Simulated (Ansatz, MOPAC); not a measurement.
System: CHO, net charge 1, singlet state. SMILES: [C][OH+]

Atoms: H1, O2, C3. Bonds: H1-O2, O2-C3.

Bond lengths (Å) and angles (degrees) optimised at PM3 with MOPAC; PM6 with MOPAC; PM7 with MOPAC; HF/STO-3G with Ansatz (an electronic-structure program); HF/3-21G with Ansatz; B3LYP/6-31G* with Ansatz, each started from the B3LYP-D3(BJ)/def2-TZVP structure (Ansatz) of the last column. A row stands for all coordinates that are equal there. 6-31G* holds six Cartesian d functions. No wavenumbers were computed at HF/STO-3G, so these may be saddle points.

```json
[
 {"coordinate": "H1-O2", "PM3": "0.958", "PM6": "0.978", "PM7": "0.994", "HF/STO-3G": "1.002", "HF/3-21G": "0.996", "B3LYP/6-31G*": "1.001", "B3LYP-D3(BJ)/def2-TZVP": "0.997"},
 {"coordinate": "O2-C3", "PM3": "1.161", "PM6": "1.158", "PM7": "1.172", "HF/STO-3G": "1.181", "HF/3-21G": "1.166", "B3LYP/6-31G*": "1.165", "B3LYP-D3(BJ)/def2-TZVP": "1.154"},
 {"coordinate": "H1-O2-C3", "PM3": "180.0", "PM6": "180.0", "PM7": "180.0", "HF/STO-3G": "180.0", "HF/3-21G": "180.0", "B3LYP/6-31G*": "180.0", "B3LYP-D3(BJ)/def2-TZVP": "180.0"}
]
```

Mean signed difference of all 2 bond lengths from B3LYP-D3(BJ)/def2-TZVP: PM3 -0.016 Å, PM6 -0.008 Å, PM7 0.008 Å, HF/STO-3G 0.016 Å, HF/3-21G 0.005 Å, B3LYP/6-31G* 0.008 Å.
